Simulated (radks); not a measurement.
Ionisation of the rhenium ion Re2+, [Xe] 4f14 5d5, to [Xe] 4f14 5d4 as the strength of local exchange is varied. All-electron calculation, scalar-relativistic Kohn-Sham, Slater X-alpha exchange (alpha = 2/3 is LDA exchange), no correlation, spin-polarised, spherical densities, point nucleus; open shells are filled with parallel spins first (spin-orbit coupling, left out, can overturn this in heavy ions). Program: a radial shooting solver on a logarithmic mesh with Libxc functionals.

alpha,E(Re2+) (hartree),exchange (hartree),IE (eV),-e of the level emptied (eV),<r> of it (bohr)
0.637,-16660.1702,-298.5931,26.956,21.355 (5d),1.804
0.641,-16662.0548,-300.5045,27.028,21.422 (5d),1.802
0.667,-16674.3104,-312.9398,27.500,21.859 (5d),1.790
0.681,-16680.9135,-319.6437,27.755,22.097 (5d),1.784
0.753,-16714.9168,-354.2081,29.093,23.344 (5d),1.753
0.778,-16726.7408,-366.2439,29.567,23.786 (5d),1.743
0.841,-16756.5768,-396.6522,30.780,24.923 (5d),1.717
0.922,-16795.0205,-435.9129,32.381,26.430 (5d),1.685

NIST Atomic Spectra Database: 27 +/- 1.6 eV (theoretical). The Delta-SCF value meets it near alpha = 0.64. Open shells are spherical and high-spin; term and fine-structure splittings are not resolved. Spin-orbit splitting is averaged out at the scalar-relativistic level.
